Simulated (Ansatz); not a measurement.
Steps of a relaxation of C₂H₆GeOS (`[OH][GeH]1[CH2]S[CH2]1`) with RKS PBE-D4/def2-SVP.

```sh
$ ansatz run in.yaml --threads 4 --pin off --events-out ev --progress --plain --max-ram 10444MiB
```

```yaml
crystal:
  periodic: [false, false, false]
  atoms:
    - {symbol: O, position_ang: [-0.710100, 1.935600, 0.661900]}
    - {symbol: Ge, position_ang: [0.450200, 0.677300, 0.446400]}
    - {symbol: C, position_ang: [-0.320100, -1.060600, 0.807900]}
    - {symbol: S, position_ang: [-0.260300, -1.722600, -0.880900]}
    - {symbol: C, position_ang: [0.380700, -0.115300, -1.330500]}
    - {symbol: H, position_ang: [-1.583100, 1.639300, 0.232000]}
    - {symbol: H, position_ang: [1.897300, 0.957300, 1.016100]}
    - {symbol: H, position_ang: [-1.270100, -0.966200, 1.241200]}
    - {symbol: H, position_ang: [0.396000, -1.640600, 1.507900]}
    - {symbol: H, position_ang: [-0.299000, 0.461000, -1.957300]}
    - {symbol: H, position_ang: [1.383800, -0.222100, -1.724200]}
basis:
  gaussian: {orbitals: def2-SVP}
hamiltonian: {xc: pbe, dispersion: d4}
relax: {f_tol: 0.03, max_steps: 200}
```

Positions (Å) and forces (eV/Å) along the path, 12 of 16 steps:

```xyz
11
step=1 energy=-71540.0162 eV
O    -0.710    1.936    0.662   -2.621    1.322   -0.311
Ge    0.450    0.677    0.446    1.682   -1.557   -0.311
C    -0.320   -1.061    0.808    2.658   -1.865    1.773
S    -0.260   -1.723   -0.881   -0.444   -0.216    0.414
C     0.381   -0.115   -1.331    0.615    0.743   -1.044
H    -1.583    1.639    0.232    1.490    0.605    0.786
H     1.897    0.957    1.016   -0.631    0.298   -0.029
H    -1.270   -0.966    1.241   -2.150   -0.209    1.022
H     0.396   -1.641    1.508   -1.139    0.368   -0.521
H    -0.299    0.461   -1.957   -0.104    0.292   -0.837
H     1.384   -0.222   -1.724    0.643    0.219   -0.942
11
step=4 energy=-71540.7662 eV rejected
O    -0.679    2.005    0.700    0.302    0.101    0.115
Ge    0.460    0.628    0.423   -0.600    0.123    0.026
C    -0.295   -1.149    0.925    0.032   -0.058   -0.223
S    -0.249   -1.732   -0.844    0.150    0.269    0.108
C     0.440   -0.093   -1.424   -0.020   -0.381   -0.222
H    -1.579    1.887    0.347    0.076   -0.196   -0.064
H     1.786    1.120    1.056   -0.045   -0.006   -0.020
H    -1.335   -1.136    1.310    0.050    0.074    0.095
H     0.340   -1.767    1.588    0.008   -0.069    0.066
H    -0.250    0.395   -2.143    0.008    0.118    0.088
H     1.425   -0.215   -1.918    0.037    0.025    0.031
11
step=6 energy=-71540.7915 eV
O    -0.662    2.034    0.702    0.003    0.004    0.002
Ge    0.429    0.630    0.416   -0.030    0.006   -0.004
C    -0.300   -1.153    0.919   -0.007   -0.010   -0.004
S    -0.228   -1.732   -0.841    0.015    0.003    0.007
C     0.435   -0.106   -1.433   -0.005   -0.004   -0.008
H    -1.555    1.866    0.350    0.006    0.001    0.002
H     1.765    1.099    1.043    0.016    0.000    0.004
H    -1.334   -1.139    1.319    0.001    0.002   -0.002
H     0.339   -1.758    1.594    0.000    0.000    0.000
H    -0.254    0.402   -2.139   -0.001   -0.002    0.002
H     1.432   -0.199   -1.910    0.000    0.000    0.002
11
step=7 energy=-71540.7923 eV
O    -0.651    2.046    0.711    0.026   -0.022   -0.003
Ge    0.424    0.631    0.415   -0.052    0.006   -0.021
C    -0.303   -1.155    0.916   -0.012   -0.017    0.008
S    -0.189   -1.750   -0.836    0.028    0.030    0.019
C     0.431   -0.109   -1.435    0.000    0.006   -0.012
H    -1.549    1.892    0.363   -0.003   -0.006   -0.004
H     1.765    1.089    1.038    0.014   -0.009    0.000
H    -1.346   -1.150    1.295    0.017    0.011   -0.006
H     0.328   -1.749    1.610   -0.010    0.005   -0.007
H    -0.273    0.379   -2.141    0.003   -0.001    0.020
H     1.428   -0.179   -1.917   -0.012   -0.002    0.006
11
step=8 energy=-71540.7917 eV rejected
O    -0.618    2.079    0.740    0.036   -0.097   -0.038
Ge    0.410    0.631    0.411   -0.104   -0.015   -0.056
C    -0.312   -1.160    0.909   -0.057   -0.112    0.062
S    -0.046   -1.808   -0.817    0.063    0.274    0.134
C     0.421   -0.116   -1.441    0.011   -0.007   -0.112
H    -1.526    1.964    0.403    0.031   -0.018    0.002
H     1.772    1.048    1.022   -0.008   -0.028   -0.015
H    -1.387   -1.178    1.208    0.172    0.019   -0.049
H     0.283   -1.717    1.669   -0.103    0.056   -0.103
H    -0.343    0.307   -2.135    0.104   -0.056    0.124
H     1.412   -0.107   -1.949   -0.145   -0.016    0.051
11
step=9 energy=-71540.7948 eV
O    -0.637    2.056    0.720    0.011   -0.007   -0.001
Ge    0.420    0.629    0.414   -0.045   -0.010   -0.023
C    -0.307   -1.156    0.914   -0.012   -0.017    0.013
S    -0.116   -1.773   -0.823    0.021    0.026    0.016
C     0.427   -0.109   -1.436    0.001    0.005   -0.018
H    -1.538    1.913    0.376    0.006   -0.004    0.000
H     1.771    1.063    1.028    0.024    0.004    0.009
H    -1.365   -1.155    1.252    0.018    0.006   -0.013
H     0.301   -1.734    1.640   -0.014    0.005   -0.004
H    -0.309    0.351   -2.129    0.004   -0.009    0.021
H     1.417   -0.142   -1.935   -0.015    0.002    0.001
11
step=10 energy=-71540.7969 eV
O    -0.615    2.073    0.735    0.017   -0.041   -0.015
Ge    0.416    0.628    0.412   -0.052   -0.001   -0.024
C    -0.313   -1.158    0.912   -0.044   -0.073    0.024
S    -0.023   -1.803   -0.808    0.041    0.150    0.074
C     0.421   -0.112   -1.439   -0.005   -0.020   -0.073
H    -1.521    1.950    0.397    0.013   -0.006    0.001
H     1.778    1.042    1.021    0.001   -0.020   -0.008
H    -1.390   -1.168    1.193    0.115    0.012   -0.033
H     0.266   -1.718    1.678   -0.064    0.043   -0.066
H    -0.356    0.306   -2.119    0.071   -0.039    0.082
H     1.402   -0.097   -1.962   -0.094   -0.006    0.038
11
step=11 energy=-71540.7992 eV
O    -0.605    2.079    0.741    0.018   -0.037   -0.014
Ge    0.417    0.629    0.412   -0.063   -0.008   -0.028
C    -0.315   -1.156    0.909   -0.046   -0.092    0.040
S     0.031   -1.814   -0.796    0.035    0.165    0.082
C     0.417   -0.112   -1.438    0.000   -0.019   -0.094
H    -1.513    1.961    0.405    0.019   -0.005    0.004
H     1.785    1.027    1.017   -0.005   -0.016   -0.010
H    -1.401   -1.170    1.156    0.128    0.013   -0.030
H     0.242   -1.708    1.697   -0.070    0.046   -0.077
H    -0.383    0.281   -2.105    0.084   -0.039    0.086
H     1.389   -0.073   -1.977   -0.100   -0.008    0.041
11
step=13 energy=-71540.8078 eV
O    -0.561    2.103    0.764   -0.012    0.054    0.020
Ge    0.412    0.627    0.410   -0.082    0.014   -0.020
C    -0.323   -1.160    0.895    0.009    0.047   -0.002
S     0.246   -1.831   -0.737    0.004   -0.014   -0.005
C     0.404   -0.121   -1.436   -0.002    0.027    0.037
H    -1.481    2.039    0.448    0.062   -0.054   -0.005
H     1.799    0.973    0.997    0.005   -0.014   -0.005
H    -1.427   -1.188    1.004    0.000   -0.014   -0.005
H     0.144   -1.679    1.755    0.005   -0.021    0.005
H    -0.475    0.170   -2.046    0.000   -0.012   -0.007
H     1.327    0.009   -2.035    0.011   -0.012   -0.015
11
step=14 energy=-71540.8093 eV
O    -0.554    2.117    0.773    0.042   -0.001    0.012
Ge    0.404    0.632    0.410   -0.007    0.014    0.005
C    -0.325   -1.155    0.895   -0.027   -0.016    0.000
S     0.275   -1.827   -0.726    0.002   -0.003   -0.001
C     0.402   -0.118   -1.433   -0.019   -0.005   -0.024
H    -1.471    2.041    0.453   -0.031   -0.008   -0.013
H     1.800    0.957    0.991    0.005    0.000    0.001
H    -1.431   -1.200    0.985    0.014    0.004   -0.005
H     0.132   -1.674    1.760    0.006    0.009    0.006
H    -0.485    0.150   -2.046    0.008   -0.003    0.012
H     1.318    0.019   -2.040    0.006    0.009    0.006
11
step=15 energy=-71540.8094 eV
O    -0.551    2.119    0.774    0.010   -0.004    0.002
Ge    0.403    0.632    0.410    0.040    0.008    0.016
C    -0.326   -1.156    0.894    0.001    0.006   -0.005
S     0.286   -1.828   -0.723   -0.002    0.008    0.003
C     0.400   -0.119   -1.434   -0.003    0.001    0.007
H    -1.468    2.043    0.454   -0.014    0.004   -0.003
H     1.802    0.953    0.989   -0.035   -0.010   -0.015
H    -1.432   -1.201    0.976   -0.003   -0.005   -0.001
H     0.128   -1.669    1.764    0.002   -0.005    0.005
H    -0.490    0.144   -2.043   -0.002   -0.003   -0.004
H     1.315    0.026   -2.041    0.005    0.000   -0.006
11
step=16 energy=-71540.8095 eV
O    -0.549    2.121    0.776    0.005   -0.001    0.001
Ge    0.402    0.633    0.410   -0.004    0.001   -0.001
C    -0.327   -1.155    0.893   -0.001    0.000    0.001
S     0.293   -1.827   -0.720    0.001   -0.002   -0.001
C     0.399   -0.119   -1.434   -0.001    0.001   -0.001
H    -1.467    2.046    0.456   -0.004    0.002    0.000
H     1.801    0.949    0.987   -0.001    0.000    0.000
H    -1.433   -1.204    0.971    0.002    0.001    0.000
H     0.125   -1.668    1.765    0.000   -0.001   -0.001
H    -0.493    0.139   -2.042    0.001    0.000    0.002
H     1.313    0.029   -2.042    0.000   -0.001    0.000
```

Hardware: 4 threads of an Intel Xeon Platinum 8488C on a shared host. Wall time 16 s, peak host memory 0.2 GiB.
